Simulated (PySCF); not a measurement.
Input and output of a geometry optimisation on `C1(=C([C@H]1Br)C)F`.

Theory: PBE0-D3(BJ)/def2-SVP geometry optimisation, gas phase (PySCF 2.14.0).

Input of the driver that calls PySCF (job settings, then Cartesian coordinates in Å, the GFN2-xTB start):

```
{"job": {"xc": "PBE0", "basis": "def2-SVP", "d3": "d3bj", "grid": 1, "kind": "geom"}, "charge": 0, "multiplicity": 1}
C      1.4989    -0.2885    -0.1346
C      0.0503    -0.2288     0.0561
C     -1.1539    -0.7288     0.0563
F     -1.9702    -1.7500    -0.0798
C     -1.0924     0.7104     0.3446
Br    -1.6411     2.0245    -1.0299
H      1.7826     0.3682    -0.9574
H      1.8132    -1.3049    -0.3591
H      2.0073     0.0619     0.7632
H     -1.2859     1.1405     1.3181
```

Output:

```
step   0  E = -2827.66981572  max force = 0.024020
step   1  E = -2827.67018585  max force = 0.007078
step   2  E = -2827.67105595  max force = 0.002821
step   3  E = -2827.67123463  max force = 0.002017
step   4  E = -2827.67125687  max force = 0.000947
step   5  E = -2827.67126641  max force = 0.000314
optimisation converged
```

Energies are in Eh and forces in Eh/bohr. The run used 122 basis functions and 43 SCF iterations in all.

The run took 27 s wall on an Intel Xeon Platinum 8488C with one thread, shared host with 96 logical CPUs at a one-minute load of 42, and the process peaked at 0.60 GiB of memory.

Q: How much energy does the optimisation gain, and how much of it in the first step?

A: 0.9 kcal/mol (39 meV) from step 0 to step 5; the first step changes the energy by -0.2 kcal/mol. The largest force component goes from 0.0240 to 0.00031 Eh/bohr.

Final geometry (Å):

```xyz
10
angstrom
C      1.3702   -0.6570   -0.1418
C     -0.0313   -0.2648    0.0466
C     -1.3247   -0.3945   -0.0112
F     -2.3656   -1.1241   -0.2892
C     -0.8923    0.9139    0.4007
Br    -0.9873    2.4460   -0.8514
H      1.8134   -0.0432   -0.9427
H      1.4581   -1.7157   -0.4203
H      1.9554   -0.4749    0.7725
H     -0.9777    1.3298    1.4137
```

Point group C1. Not checked by PBE0-D3(BJ)/def2-SVP frequencies. After the best overlay, start and end differ by 0.04 Å (root mean square over atoms). The end geometry stands in another orientation or position than the input.
